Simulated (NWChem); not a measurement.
System: GeH$_{2}$S$_{2}$F$_{2}$; SMILES [SH][Ge]([F])([SH])[F]

Input file for NWChem:

```
start job
memory heap 200 mb stack 900 mb global 1100 mb
geometry units angstroms noautoz
  F     -0.282371    -1.323778    -1.430394
  Ge     0.000000     0.000000    -0.337985
  F      0.282371     1.323778    -1.430394
  S      1.817159    -0.246318     0.902567
  S     -1.817159     0.246318     0.902567
  H      2.601367     0.321680    -0.041270
  H     -2.601367    -0.321680    -0.041270
end
basis spherical
  * library def2-svp
end
dft
  xc r2scan
  grid xcoarse
  iterations 150
  mulliken
end
task dft gradient
```

Output (shortened):

```
             Northwest Computational Chemistry Package (NWChem) 7.3.0
             --------------------------------------------------------

 C2  symmetry detected

                             Geometry "geometry" -> ""
                             -------------------------

 Output coordinates in angstroms (scale by  1.889725989 to convert to a.u.)

  No.       Tag          Charge          X              Y              Z
 ---- ---------------- ---------- -------------- -------------- --------------
    1 F                    9.0000    -0.17524889    -1.34216594    -1.33797724
    2 Ge                  32.0000     0.00000000     0.00000000    -0.24556824
    3 F                    9.0000     0.17524889     1.34216594    -1.33797724
    4 S                   16.0000     1.83106364    -0.09972628     0.99498376
    5 S                   16.0000    -1.83106364     0.09972628     0.99498376
    6 H                    1.0000     2.56717076     0.52936054     0.05114676
    7 H                    1.0000    -2.56717076    -0.52936054     0.05114676

 Effective nuclear repulsion energy (a.u.)     601.4196911101

      Symmetry information
      --------------------

 Group name             C2
 Group number              4
 Group order               2
 No. of unique centers     4

                                 NWChem DFT Module
                                 -----------------

 Summary of "ao basis" -> "ao basis" (spherical)
 ------------------------------------------------------------------------------
       Tag                 Description            Shells   Functions and Types
 ---------------- ------------------------------  ------  ---------------------
 F                          def2-svp                 6       14   3s2p1d
 Ge                         def2-svp                12       32   5s4p3d
 S                          def2-svp                 8       18   4s3p1d
 H                          def2-svp                 3        5   2s1p

      Symmetry analysis of basis
      --------------------------

        a          55
        b          51

            General Information
            -------------------
          SCF calculation type: DFT
          Wavefunction type:  closed shell.
          No. of atoms     :     7
          No. of electrons :    84
           Alpha electrons :    42
            Beta electrons :    42
          Charge           :     0
          Spin multiplicity:     1
          Use of symmetry is: on ; symmetry adaption is: on
          Maximum number of iterations: 150
          AO basis - number of functions:   106
                     number of shells:    46
          Convergence on energy requested:  1.00D-06
          Convergence on density requested:  1.00D-05
          Convergence on gradient requested:  5.00D-04

              XC Information
              --------------
                      r^2SCAN Method XC Functional
               r^2SCAN metaGGA Exchange Functional  1.000
                     r^2SCAN Correlation Potential  1.000

             Grid Information
             ----------------
          Grid used for XC integration:  xcoarse
          Radial quadrature: Mura-Knowles
          Angular quadrature: Lebedev.
          Tag              B.-S. Rad. Rad. Pts. Rad. Cut. Ang. Pts.
          ---              ---------- --------- --------- ---------
          F                   0.50       21           9.0       194
          Ge                  1.25       75           8.0       194
          S                   1.00       42          11.0       194
          H                   0.35       21          12.0       194
          Grid pruning is: on
          Number of quadrature shells:   159
          Spatial weights used:  Erf1

      Superposition of Atomic Density Guess
      -------------------------------------

 Sum of atomic energies:       -3069.32170801

      Non-variational initial energy
      ------------------------------

 Total energy =   -3070.110047
 1-e energy   =   -5473.631127
 2-e energy   =    1802.101389
 HOMO         =      -0.322288
 LUMO         =      -0.005751

      Symmetry analysis of molecular orbitals - initial
      -------------------------------------------------

  Numbering of irreducible representations:

     1 a           2 b

  Orbital symmetries:

     1 a           2 a           3 b           4 a           5 b
     6 a           7 b           8 a           9 b          10 a
    11 b          12 a          13 a          14 b          15 a
    16 b          17 b          18 a          19 a          20 b
    21 b          22 a          23 b          24 b          25 a
    26 a          27 a          28 b          29 a          30 b
    31 a          32 b          33 a          34 b          35 a
    36 b          37 a          38 b          39 a          40 b
    41 b          42 a          43 a          44 a          45 b
    46 b          47 a          48 b          49 a          50 b
    51 a          52 a

     ---------------------------------------------
      Total Density - Mulliken Population Analysis
     ---------------------------------------------

[...]

                         DFT ENERGY GRADIENTS

    atom               coordinates                        gradient
                 x          y          z           x          y          z
   1 F      -0.331172  -2.536326  -2.528410    0.000365   0.000112   0.000638
   2 Ge      0.000000   0.000000  -0.464057    0.000000   0.000000  -0.008372
   3 F       0.331172   2.536326  -2.528410   -0.000365  -0.000112   0.000638
   4 S       3.460209  -0.188455   1.880247    0.007536   0.001374   0.000696
   5 S      -3.460209   0.188455   1.880247   -0.007536  -0.001374   0.000696
   6 H       4.851249   1.000346   0.096653   -0.000844  -0.001580   0.002852
   7 H      -4.851249  -1.000346   0.096653    0.000844   0.001580   0.002852
```

Level: r2SCAN/def2-SVP. Geometry: optimised at B3LYP/6-31G* (spherical d).
